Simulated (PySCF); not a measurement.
Compound: C5H11O2 (doublet state).
Geometry (GFN2-xTB, Å), atoms numbered from 1 in this order:
```
atom  x, y, z in Å
C1    -3.2876    0.3890    0.4847
C2    -2.1456   -0.5412    0.6312
O3    -0.9719   -0.1543    0.0316
C4     0.0489   -1.1180    0.0110
O5     1.1576   -0.6422   -0.6472
C6     1.8053    0.4402    0.0120
C7     3.0821    0.7671   -0.7420
H8    -3.9752    0.2721    1.3207
H9    -2.9198    1.4116    0.4562
H10   -3.8540    0.2096   -0.4381
H11   -2.3035   -1.6001    0.7707
H12   -0.2806   -2.0121   -0.5407
H13    0.2923   -1.4081    1.0566
H14    2.0311    0.1472    1.0487
H15    1.1370    1.3093    0.0352
H16    3.7448   -0.0937   -0.7444
H17    3.5851    1.6050   -0.2679
H18    2.8452    1.0247   -1.7700
```

The hyperfine couplings belong to this conformer and change with its torsions.

The species is `C[CH]OCOCC` [radical].

The calculation used UKS B3LYP, pcH-1 on C H O, non-relativistic, mean-field spin-orbit, GIAO in PySCF 2.14.0. One conformer (not necessarily the lowest) at the GFN2-xTB geometry, without solvent, vibrations or thermal averaging. Couplings are sensitive to structure, and on GFN2-xTB geometries they can be far from those on DFT ones. No stability test was run, so a lower SCF solution isn't excluded.

**Question.** What is the g tensor, term by term?

**Answer.** 
```
                    Δg (ppm)     1     2     3
relativistic mass correction  -183  -183  -183
            gauge correction    -6    51    40
   orbital Zeeman/spin–orbit   -26  1124  1907
                       total  -215   992  1763
```

So g = 2.00210, 2.00331, 2.00408 and g_iso = 2.00317; the tensor is rhombic: the two nearest values differ by 39 % of g3 − g1. Axes: g3 points within 12° of the O3–C4 bond.

**Question.** What are the electron Larmor frequencies g μB B/h along the three axes at 3350 mT?

**Answer.** 93.8735, 93.9301, 93.9662 GHz for g1, g2 and g3, a range of 92.7 MHz.

**Question.** At 9.524 GHz, how far is the centre of the isotropic spectrum from where a free electron (g = 2.002319) resonates?

**Answer.** B = hν/(g μB) with μB/h = 13.99624 MHz/mT gives 339.84 mT for the free electron and 339.70 mT at g_iso, 0.14 mT lower.

**Question.** How much does each term add to the isotropic shift?

**Answer.** The orbital-Zeeman/spin–orbit term 1001, the mass correction -183 and the gauge correction 28 ppm, for a total of 846 ppm. The orbital-Zeeman/spin–orbit term is the largest in size. The mass correction is the same along every axis, so the anisotropy comes from the other two: their spans along these axes are 56 (gauge) and 1933 ppm (orbital Zeeman/spin–orbit).

**Question.** In a frozen sample, at which fields do the three g values resonate at 9.5, 34, 94 and 263 GHz (hyperfine left aside), and which band first spreads them over more than twice a line width of 1.0 mT?

**Answer.** 
```json
{"band": "X", "GHz": "9.5", "B(g3) mT": "338.69", "B(g2) mT": "338.82", "B(g1) mT": "339.02", "spread mT": "0.33"}
{"band": "Q", "GHz": "34.0", "B(g3) mT": "1212.14", "B(g2) mT": "1212.60", "B(g1) mT": "1213.34", "spread mT": "1.20"}
{"band": "W", "GHz": "94.0", "B(g3) mT": "3351.20", "B(g2) mT": "3352.49", "B(g1) mT": "3354.51", "spread mT": "3.31"}
{"band": "J", "GHz": "263.0", "B(g3) mT": "9376.24", "B(g2) mT": "9379.85", "B(g1) mT": "9385.50", "spread mT": "9.26"}
```

The spread grows in proportion to the frequency. W band is the first where it exceeds 2.0 mT.

The largest Mulliken spin populations are on C2 (+0.90), O3 (+0.11), C1 (-0.07) and H10 (+0.06). No atom but C2 exceeds +0.15. The positive populations add up to 1.12 and the negative ones to -0.12, together 2S = 1. The angles at C2 add up to 354.4°, so it is nearly planar; its axial dipolar tensor and the negative coupling of its proton fit spin in a p orbital normal to that plane.

The HOMO–LUMO gaps are 5.98 eV among the α and 6.77 eV among the β orbitals.

Time: 73 s (with the writing of density and orbital grids); peak memory 0.96 GiB. Hardware: one thread of an Arm Neoverse V1 (shared host).
